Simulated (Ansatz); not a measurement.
A nudged elastic band was laid between two geometries of ClH + F3H3OSiTi (11 atoms, charge 0, multiplicity 1).

Theory: Ansatz 0.2.0, RHF/def2-SVP.

```yaml
movable_images: 7
climbing_image: yes
spring: 5.0 eV/Å²
optimiser: quadratic models (default)
start_path: through a guess of the saddle point
force_threshold: 0.05 eV/Å
iteration_limit: 60
end_points: relaxed
```

Initial state:

```xyz
11
Properties=species:S:1:pos:R:3
Ti -0.270 0.222 -0.042
O -0.937 -0.017 1.535
Si -1.527 -0.334 3.074
H -1.964 -1.740 3.130
H -0.457 -0.070 4.051
H -2.670 0.568 3.311
F 1.267 -0.609 -0.139
F -0.021 1.909 -0.336
F -1.334 -0.423 -1.244
Cl 1.680 -2.657 2.423
H 1.953 -2.048 1.335
```

Final state:

```xyz
11
Properties=species:S:1:pos:R:3
Ti 0.108 -0.511 -0.070
O 0.030 -0.685 2.156
Si -1.227 -0.198 3.207
H -2.352 -1.136 3.090
H -0.648 -0.256 4.563
H -1.600 1.171 2.838
F 1.110 0.859 0.221
F -1.593 -0.279 0.260
F 0.014 -0.441 -1.784
Cl 1.151 -2.497 0.106
H 0.724 -1.227 2.511
```

Problem. Which bonds break or form, and what moves?

Solution. Bonds broken: Cl10–H11. Bonds formed: Ti1–Cl10, O2–H11. ClH + F3H3OSiTi becomes ClF3H4OSiTi.

Problem. What energy profile does the band end with?

Solution. The run converged. The highest image is number 4 of 0 to 8, 1.02 eV above the first end and 1.09 eV above the last; the last end lies 0.07 eV below the first. A vibrational analysis at the climbing image gives one clearly imaginary mode, 1390i cm⁻¹: a first-order saddle point. The orbitals stay closed-shell, which can raise the energy where a bond breaks towards radicals; this wasn't checked here.

| image | path coordinate (Å) | energy (eV) | Cl10–H11 (Å) | Ti1–Cl10 (Å) | O2–H11 (Å) |
| --- | --- | --- | --- | --- | --- |
| 0 | 0.00 | 0.00 | 1.28 | 4.26 | 3.54 |
| 1 | 1.50 | 0.01 | 1.27 | 3.91 | 3.65 |
| 2 | 3.00 | 0.06 | 1.27 | 3.64 | 3.65 |
| 3 | 4.49 | 0.16 | 1.27 | 3.50 | 2.68 |
| 4 | 5.99 | 1.02 | 1.50 | 2.70 | 1.25 |
| 5 | 6.81 | 0.18 | 2.22 | 2.36 | 0.96 |
| 6 | 7.62 | 0.08 | 2.47 | 2.31 | 0.95 |
| 7 | 8.43 | -0.01 | 2.60 | 2.28 | 0.95 |
| 8 | 9.24 | -0.07 | 2.75 | 2.25 | 0.95 |

Problem. What is the geometry of the highest image?

Solution. 
```xyz
11
Properties=species:S:1:pos:R:3
Ti 0.134 -0.327 0.094
O -0.321 -0.691 1.903
Si -1.416 -0.209 3.107
H -2.768 -0.622 2.696
H -1.003 -0.893 4.344
H -1.328 1.253 3.252
F 1.518 0.626 -0.254
F -1.123 0.842 -0.075
F -0.292 -1.442 -1.138
Cl 1.719 -2.203 1.213
H 0.600 -1.532 1.958
```

Problem. What are the harmonic wavenumbers there?

Solution. 1390i, 51, 67, 93, 117, 156, 194, 196, 268, 271, 283, 405, 560, 779, 789, 817, 841, 873, 939, 949, 1038, 1039, 1086, 1556, 2386, 2391, 2396 cm⁻¹.

The band took 30 iterations and about 17 core-minutes.

The run took 4.7 min on 4 threads of Intel(R) Xeon(R) 6975P-C (Granite Rapids), on a shared host, peak memory 0.48 GiB.
